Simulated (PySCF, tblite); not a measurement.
Species: C7H13O2P.
Numbering: `[CH3:1][CH2:2][P@@:3]1(=[O:4])[CH2:5][CH2:6][CH:7]=[C:8]1[O:9][CH3:10]` (hydrogens: H11, H12, H13 on C1; H14, H15 on C2; H16, H17 on C5; H18, H19 on C6; H20 on C7; H21, H22, H23 on C10)

The geometry is computed with GFN2-xTB (gas phase).

List the bond lengths, angles and torsions at this level.

| bond | length (bohr) | order |
| --- | --- | --- |
| C1–C2 | 2.873 | single |
| C2–P3 | 3.492 | single |
| P3=O4 | 2.775 | double |
| P3–C5 | 3.474 | single |
| C5–C6 | 2.889 | single |
| C6–C7 | 2.834 | single |
| C7=C8 | 2.520 | double |
| C8–O9 | 2.552 | single |
| O9–C10 | 2.665 | single |
| P3–C8 | 3.474 | single |
| C1–H11, C1–H12, C1–H13 | 2.057 | single |
| C2–H14 | 2.066 | single |
| C2–H15 | 2.061 | single |
| C5–H16 | 2.059 | single |
| C5–H17 | 2.066 | single |
| C6–H18 | 2.069 | single |
| C6–H19 | 2.064 | single |
| C7–H20 | 2.037 | single |
| C10–H21, C10–H22, C10–H23 | 2.065 | single |

Bonds in one row agree within 0.02 bohr and their mean is given. Orders are formal, as drawn. A selection of angles:
| angle | degrees |
| --- | --- |
| C2–C1–H11 | 109.5 |
| C2–C1–H12 | 110.9 |
| H11–C1–H12 | 108.9 |
| H11–C1–H13 | 108.1 |
| C1–C2–P3 | 109.0 |
| C1–C2–H14 | 110.2 |
| C1–C2–H15 | 111.9 |
| P3–C2–H14 | 107.9 |
| P3–C2–H15 | 109.5 |
| H14–C2–H15 | 108.3 |
| C2–P3–O4 | 114.0 |
| C2–P3–C5 | 106.9 |
| C2–P3–C8 | 105.7 |
| O4–P3–C5 | 116.1 |
| O4–P3–C8 | 120.1 |
| C5–P3–C8 | 91.4 |
| P3–C5–C6 | 106.1 |
| P3–C5–H16 | 112.8 |
| P3–C5–H17 | 105.5 |
| C6–C5–H16 | 113.1 |
| C6–C5–H17 | 111.1 |
| H16–C5–H17 | 108.0 |
| C5–C6–C7 | 108.0 |
| C5–C6–H18 | 110.5 |
| C5–C6–H19 | 111.4 |
| C7–C6–H18 | 109.5 |
| C7–C6–H19 | 110.5 |
| H18–C6–H19 | 107.0 |
| C6–C7–C8 | 117.6 |
| C6–C7–H20 | 119.6 |
| C8–C7–H20 | 122.8 |
| C7–C8–O9 | 123.8 |
| P3–C8–C7 | 110.4 |
| P3–C8–O9 | 125.8 |
| C8–O9–C10 | 115.3 |
| O9–C10–H21 | 106.2 |
| O9–C10–H22 | 111.2 |
| H21–C10–H22 | 109.9 |

Torsions: C1–C2–P3–O4 -50° (synclinal); C2–P3–C5–C6 84° (synclinal); P3–C5–C6–C7 26° (synperiplanar); C5–C6–C7–C8 -17° (synperiplanar); C6–C7–C8–O9 -178° (antiperiplanar); C7–C8–O9–C10 -171° (antiperiplanar); C2–P3–C8–C7 -94° (anticlinal).

P3 (phosphoryl phosphorus) has angles from 91.4° to 120.1°. The 4 C–C bonds span 1.333 Å (C7=C8, drawn double) to 1.529 Å (C5–C6, drawn single), a spread of 0.196 Å. The 5-membered ring P3–C5–C6–C7–C8 has internal angles of 91.4° to 117.6° (sum 533°, against 540° for a flat polygon); it is puckered, 0.12 Å rms from its mean plane, widest ring torsion 26°. Of the pairs four or more bonds apart, P3···H23 is among the closest relative to their van der Waals radii: 2.76 Å, 92 % of the sum of Bondi's values. O9 (ether oxygen) is bent (angle 115.3°). The C–O distances run from 1.351 Å (C8–O9, drawn single) to 1.410 Å (O9–C10, drawn single), a spread of 0.059 Å.

Point group: C1 (no symmetry element, even within 0.4 Å). Its GFN2-xTB frequencies are all real (lowest 59 cm⁻¹). One conformer, not necessarily the lowest.
